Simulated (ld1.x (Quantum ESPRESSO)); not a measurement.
## Ranking PAW potentials for chromium

All share these settings but for the change named:

```json
{"Element": "chromium", "Generator": "ld1.x (Quantum ESPRESSO) 7.5", "Type": "PAW", "Functional": "PBEsol", "Relativity": "scalar-relativistic", "Frozen core": "[Ne]", "Valence charge": "14", "Reference configuration": "3s2 3p6 3d5 4s1 4p0", "Partial waves": "3s (bound): rcut 1.20, rcutus 1.40 bohr; 4s (bound): rcut 1.20, rcutus 1.40 bohr; 3p (bound): rcut 1.35, rcutus 1.40 bohr; 4p (bound, empty): rcut 1.35, rcutus 1.40 bohr; 3d (bound): rcut 1.35, rcutus 1.65 bohr; 3d channel at 2 Ry: rcut 1.35, rcutus 1.65 bohr", "Local potential": "all-electron potential smoothed inside 1.35 bohr (lloc = -1)", "Core correction": "Bessel-smoothed model core inside 0.90 bohr", "Augmentation charge": "BESSEL, radius 1.05 bohr"}
```

Test errors are all-electron minus pseudo excitation energies from the reference, over 3s2 3p6 3d5 4s0 4p0; 3s2 3p6 3d4 4s0 4p0; 3s2 3p6 3d3 4s0 4p0; 3s2 3p6 3d4 4s2 4p0; 3s2 3p6 3d2 4s0 4p0; 3s2 3p6 3d5 4s0 4p1; 3s2 3p6 3d5.5 4s0.5 4p0. None of these files shows a bound ghost.

The base gives 37.0 meV.

Of 10 variants that were run, those that failed, showed a ghost or another fault, or gave nearly equal values are left out.

A variant can come out equal or close to the base, since the largest error may sit in a test that the change hardly touches while other tests move.

(1) Rank these variants by their largest absolute test error, smallest first.
A. core correction Bessel-smoothed model core inside 0.68 bohr
B. core correction a·sin(br)/r model core, default radius (ld1.x builds one for every PAW set, though the input has nlcc=.false.)
C. core correction Bessel-smoothed model core inside 0.80 bohr

## Answers

(1) B (34.3 meV), C (40.2 meV), A (46.0 meV).
